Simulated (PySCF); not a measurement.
O2Se, triplet, geometry from GFN2-xTB (a higher spin typed on purpose: for a closed-shell molecule this is an excited state); M06L/3-21G in PySCF.

Input for PySCF:
```python
from pyscf import gto, scf, dft

mol = gto.M(
    atom='''
O    -1.39321454    0.52551246    0.02865993
Se    0.01391937   -0.27854277   -0.02333375
O     1.33405721    0.65829433    0.07050850
''',
    basis='3-21g',
    spin=2,
    verbose=4,
)

mf = dft.UKS(mol)
mf.xc = 'm06l'
mf.grids.level = 1
mf.kernel()
```

### Question
Predict the main parts of the log of this PySCF run.

### Answer

```
PySCF version 2.14.0

[INPUT] verbose = 4
[INPUT] num. atoms = 3
[INPUT] num. electrons = 50
[INPUT] charge = 0
[INPUT] spin (= nelec alpha-beta = 2S) = 2
[INPUT] symmetry False subgroup None
[INPUT] Mole.unit = angstrom
[INPUT] Symbol           X                Y                Z      unit          X                Y                Z       unit  Magmom
[INPUT]  1 O     -1.393214540000   0.525512460000   0.028659930000 AA   -2.632793913362   0.993074624446   0.054159418449 Bohr   0.0
[INPUT]  2 Se     0.013919370000  -0.278542770000  -0.023333750000 AA    0.026303797126  -0.526369549278  -0.044094396959 Bohr   0.0
[INPUT]  3 O      1.334057210000   0.658294330000   0.070508500000 AA    2.521002761401   1.243995993054   0.133241754454 Bohr   0.0

nuclear repulsion = 189.937464801388
number of shells = 20
number of NR pGTOs = 84
number of NR cGTOs = 40
basis = 3-21g
ecp = {}

******** <class 'pyscf.dft.uks.UKS'> ********
method = UKS
initial guess = minao
damping factor = 0
level_shift factor = 0
DIIS = <class 'pyscf.scf.diis.CDIIS'>
diis_start_cycle = 1
diis_space = 8
diis_damp = 0
SCF conv_tol = 1e-09
SCF conv_tol_grad = None
SCF max_cycles = 50
direct_scf = True
direct_scf_tol = 1e-13
number electrons alpha = 26  beta = 24
XC library pyscf.dft.libxc version 7.1.2
    S. Lehtola, C. Steigemann, M. J. T. Oliveira, and M. A. L. Marques,  SoftwareX 7, 1–5 (2018)
XC functionals = m06l
    Y. Zhao and D. G. Truhlar,  J. Chem. Phys. 125, 194101 (2006)
    Y. Zhao and D. G. Truhlar,  J. Chem. Phys. 125, 194101 (2006)
    Y. Zhao and D. G. Truhlar,  Theor. Chem. Acc. 120, 215 (2008)
radial grids:
    Treutler-Ahlrichs [JCP 102, 346 (1995); DOI:10.1063/1.469408] (M4) radial grids

becke partition: Becke, JCP 88, 2547 (1988); DOI:10.1063/1.454033
pruning grids: <function nwchem_prune>
grids dens level: 1
symmetrized grids: False
atomic radii adjust function: <function treutler_atomic_radii_adjust>
small_rho_cutoff = 0
Set gradient conv threshold to 3.16228e-05
tot grids = 17696
init E= -2537.74112628411

cycle= 1 E= -2539.27281570135  delta_E= -1.53  |g|= 0.719  |ddm|= 1.78

cycle= 2 E= -2538.61697909446  delta_E= 0.656  |g|= 1.33  |ddm|= 1.98

cycle= 3 E= -2539.51994659114  delta_E= -0.903  |g|= 0.0339  |ddm|= 1.48

cycle= 4 E= -2539.52027770024  delta_E= -0.000331  |g|= 0.0254  |ddm|= 0.052

cycle= 5 E= -2539.51732759956  delta_E= 0.00295  |g|= 0.0834  |ddm|= 0.104

cycle= 6 E= -2539.52061236136  delta_E= -0.00328  |g|= 0.00401  |ddm|= 0.0854

cycle= 7 E= -2539.52062260869  delta_E= -1.02e-05  |g|= 0.000386  |ddm|= 0.00573

cycle= 8 E= -2539.52062271976  delta_E= -1.11e-07  |g|= 0.000111  |ddm|= 0.000729

cycle= 9 E= -2539.52062272773  delta_E= -7.97e-09  |g|= 7.61e-06  |ddm|= 0.000163

cycle= 10 E= -2539.52062272795  delta_E= -2.16e-10  |g|= 3.4e-06  |ddm|= 6.05e-05

Extra cycle  E= -2539.52062272798  delta_E= -2.77e-11  |g|= 1.45e-05  |ddm|= 5.08e-05
converged SCF energy = -2539.52062272798  <S^2> = 2.0103139  2S+1 = 3.0068681
```
